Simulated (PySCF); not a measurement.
C3H16Si4.
SMILES with atom numbers: `[CH3:1][CH2:2][SiH2:3][Si@@H:4]([SiH3:5])[SiH2:6][CH3:7]` (hydrogens: H8, H9, H10 on C1; H11, H12 on C2; H13, H14 on Si3; H15 on Si4; H16, H17, H18 on Si5; H19, H20 on Si6; H21, H22, H23 on C7)

Computed with PySCF at PBE0/pcSseg-1, non-relativistic, on one gas-phase PBE0-D3(BJ)/def2-SVP geometry that isn't relaxed in the solvent. The solvent is an IEF-PCM continuum (cavity from Bondi-type radii × 1.2). Only the electrostatic response of the medium enters.

Gas phase at PBE0/pcSseg-1: HOMO -7.67 eV, LUMO -0.22 eV, dipole 1.29 D.

Q: What does the continuum do to the energy, the frontier levels and the dipole at PBE0/pcSseg-1 in methanol and water?

A: 
```tsv
solvent	ε	E(solvent) − E(gas) (kcal/mol)	polarisation term (kcal/mol)	distortion of the solute (kcal/mol)	HOMO (eV)	LUMO (eV)	dipole (D)
methanol	32.61	-1.31	-1.49	0.18	-7.53	-0.06	1.79
water	78.36	-1.35	-1.55	0.20	-7.53	-0.06	1.81
```

The polarisation term is half the interaction of the solute with the surface charges that it induces; the rest is the cost of distorting the solute's density. The sum is the electrostatic part of solvation alone. From methanol to water the lowering changes by a factor 1.03, Onsager's factor (ε − 1)/(2ε + 1) by 1.03 and ε itself by 2.4.

Q: Which radius a makes the point-dipole formula ΔE = −[(ε − 1)/(2ε + 1)]·μ²/a³ give the value in water, with the gas-phase dipole?

A: μ = 0.509 au and |ΔE| = 0.00215 Eh give a = 2.06 Å; the farthest nucleus lies 4.06 Å from the centroid of the nuclei, so such a sphere wouldn't even hold the nuclei. The formula assumes a rigid point dipole at the centre of a sphere.

Q: Which Hirshfeld charges (PBE0/pcSseg-1) respond most in methanol (means over atoms taken as equivalent)?

A: 
```
      atoms                  environment  gas (e)  solvent (e)  change
        H11           methylene hydrogen   +0.036       +0.041  +0.005
        H13                Si–H hydrogen   -0.079       -0.084  -0.005
        H19                Si–H hydrogen   -0.080       -0.084  -0.004
        H20                Si–H hydrogen   -0.080       -0.085  -0.005
        H15                Si–H hydrogen   -0.071       -0.075  -0.004
H21/H22/H23              methyl hydrogen   +0.044       +0.047  +0.003
        H14                Si–H hydrogen   -0.081       -0.084  -0.003
        H12           methylene hydrogen   +0.037       +0.040  +0.003
         C2  sp3 carbon bound to silicon   -0.151       -0.149  +0.002
        Si5                 SiH3 silicon   +0.202       +0.203  +0.001
         C1                methyl carbon   -0.112       -0.113  -0.001
        Si3                 SiH2 silicon   +0.238       +0.239  +0.001
```

Q: Which Mayer bond orders change most in methanol?

A: 
| bond | length (Å) | gas | solvent | change |
| --- | --- | --- | --- | --- |
| Si6–C7 | 1.887 | 0.939 | 0.951 | +0.012 |
| C2–Si3 | 1.894 | 0.906 | 0.914 | +0.008 |
| Si5–H17 | 1.498 | 0.918 | 0.922 | +0.004 |
| Si6–H19 | 1.498 | 0.936 | 0.932 | -0.004 |
| C7–H21 | 1.101 | 0.946 | 0.942 | -0.004 |
| Si3–H13 | 1.499 | 0.938 | 0.934 | -0.004 |
| Si3–Si4 | 2.349 | 0.867 | 0.870 | +0.003 |
| Si4–Si5 | 2.345 | 0.876 | 0.879 | +0.003 |

Conformer computed: `[CH3:1][CH2:2][SiH2:3][Si@@H:4]([SiH3:5])[SiH2:6][CH3:7]`: C1–C2–Si3–Si4 180°, C2–Si3–Si4–Si5 -41°, Si3–Si4–Si6–C7 -52°.
